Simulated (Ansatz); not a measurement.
The same path of AlBrClHO (5 atoms, charge 0, multiplicity 1) was run twice with different band settings. The coordinate that changes most is the angle H5–O1–Al2.

Method: RKS PBE0-D4/def2-SVP (Ansatz).

Relaxed end points:

```xyz
5
Properties=species:S:1:pos:R:3
O 0.393 1.229 0.306
Al 0.027 -0.398 0.069
Cl 0.898 -1.781 1.357
Br -1.340 -1.093 -1.561
H 0.072 1.969 -0.212
```

```xyz
5
Properties=species:S:1:pos:R:3
O 0.022 1.306 -0.180
Al -0.087 -0.372 -0.079
Cl 0.952 -1.449 1.380
Br -1.377 -1.435 -1.551
H 0.540 1.877 0.390
```

Common settings: spring 5.0 eV/Å²; optimiser quadratic models (default); start path IDPP; force threshold 0.05 eV/Å; iteration limit 60; end points relaxed.

| run | movable images | climbing image |
| --- | --- | --- |
| 1 | 5 | yes |
| 2 | 2 | no |

Q: What does each run give, and how far can it be trusted?

A: Run 1: converged after 4 iterations, highest image 0.088 eV above the first end. A vibrational analysis at the climbing image gives one clearly imaginary mode, 352i cm⁻¹: a first-order saddle point.
Run 2: converged after 4 iterations, highest image 0.065 eV above the first end. The dihedral H5–O1–Al2–Br4 jumps by 179° between images 1 and 2, so the path isn't resolved there. No image climbed, so the highest image needn't sit at the top of the path. So few images can step over the top or miss a turn of the path.
